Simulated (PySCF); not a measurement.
B(Cl)(Me)(SMe) (C2H6BClS), SMILES CSB(C)Cl. Geometry optimised at PBE0-D3(BJ)/def2-SVP. This is a generated structure with no PubChem entry under its InChIKey; it may be hypothetical. The values are those of a single conformer.

### Question
Give the equilibrium geometry at PBE0-D3(BJ)/def2-SVP (PySCF confirms it by a frequency run) as Cartesian coordinates in Å, and its point group. (Estimate from the structure and the level; the computed values follow.)

### Answer
One answer among several that fit: point group Cs.
```xyz
11

B     -0.3052     0.3932     0.0000
Cl     0.3915     2.0199     0.0000
C     -1.8566     0.1831     0.0000
H     -2.1696    -0.4012     0.8817
H     -2.4080     1.1330     0.0000
H     -2.1696    -0.4012    -0.8817
S      0.8992    -0.9298     0.0000
C     -0.1179    -2.4327     0.0000
H     -0.7482    -2.4872    -0.8978
H      0.5729    -3.2858     0.0000
H     -0.7482    -2.4872     0.8978
```
